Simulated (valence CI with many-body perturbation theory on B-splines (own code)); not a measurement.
Questions on Ta34+

Computed by relativistic CI+MBPT: three valence electrons over a frozen Dirac-Fock core [Kr], a basis of 9 s, 9 p, 10 d, 8 f, 5 g, 3 h, 1 i functions for each j, with the one-electron correlation potential Σ1, the two-electron term Σ2, the three-electron term Σ3, Breit, model QED; selected CI, second order for the rest (own B-spline code, finite nucleus).

No measured spectrum was set against this ion. As an estimate, large intervals hold to a few tenths of a per cent, small ones and those within an open d or f shell to about a per cent. Only levels of the ground parity were solved; by the run's estimate the other parity begins above the list, which can be wrong where configurations are misplaced.

Levels are named by their leading jj configuration (3d3/2^4 stands for four electrons in 3d with j = 3/2), which in mixed levels can hold well under half, so a name can repeat and another be missing.

Rates and lifetimes use the calculated energies. Strong lines usually hold to 10 to 20 %, long lifetimes can be off by a factor of two.

Question: What is the ground level?

Answer: (4d3/2^3) J=3/2, composition 51 % 4d3 4F + 35 % 4d3 2D + 9 % 4d3 2P, g = 0.682.

Question: What is the ionisation energy?

Answer: 1435.6 eV; NIST lists 1434 ± 5 eV (theoretical).

Question: How well does LS coupling describe the low levels?

Answer: Among the lowest 19 levels the leading LS term, summed over configurations, holds 58 % on average. For single configurations the figures are 58 % in LS and 95 % in jj coupling. Terms mix most in the J = 3/2 level at 130640 cm⁻¹, where the leading one holds 40 %.

Question: Name the longest-lived excited levels whose lifetime is computed, and their main decay.

Answer: (4d3/2^2 4d5/2) J=9/2 at 144260 cm⁻¹ lives 4.00 s, mostly by M1 to (4d3/2^2 4d5/2) J=7/2.
